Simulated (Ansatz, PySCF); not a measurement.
2-methylideneimidazole (C₄H₄N₂), SMILES C1C=NC(N=1)=C. Atoms are numbered in the order given.

```xyz
10

C      0.0000     0.0000     2.0333
C      0.0000     0.0000     0.6873
N      0.0000    -1.1765    -0.0949
C      0.0000    -0.7394    -1.3149
C      0.0000     0.7394    -1.3149
N      0.0000     1.1765    -0.0949
H      0.0000     0.9456     2.5773
H      0.0000    -0.9456     2.5773
H      0.0000    -1.4014    -2.1854
H      0.0000     1.4014    -2.1854
```

Geometry: B3LYP-D3(BJ)/def2-SVP.

Vertical ionisation energy (IE) and electron affinity (EA) in eV. Rows of orbital energies are one-electron estimates. Where ΔSCF, EOM or ADC give a negative EA the extra electron is unbound and the value depends on the basis.

```json
[
 {"level": "−ε(HOMO), −ε(LUMO), CAM-B3LYP/def2-TZVP (PySCF)", "IE": "9.23", "EA": "1.70"},
 {"level": "−ε(HOMO), −ε(LUMO), PBE/def2-TZVP (PySCF)", "IE": "6.50", "EA": "3.67"},
 {"level": "ΔSCF, PBE0/def2-SVPD (Ansatz), final states of multiplicity 2 and 2", "IE": "10.17", "EA": "0.93"},
 {"level": "ΔSCF, PBE/def2-SVPD (Ansatz), final states of multiplicity 2 and 2", "IE": "9.92", "EA": "0.89"}
]
```

**Question.** What vertical singlet–triplet gap does ΔSCF give with PBE0/def2-SVPD (Ansatz, a quantum-chemistry and plane-wave program) and with PBE/def2-SVPD (Ansatz)? (Estimate from the structure and the level; the computed values follow.)

**Answer.** 2.63 and 2.77 eV (triplet above singlet where positive).
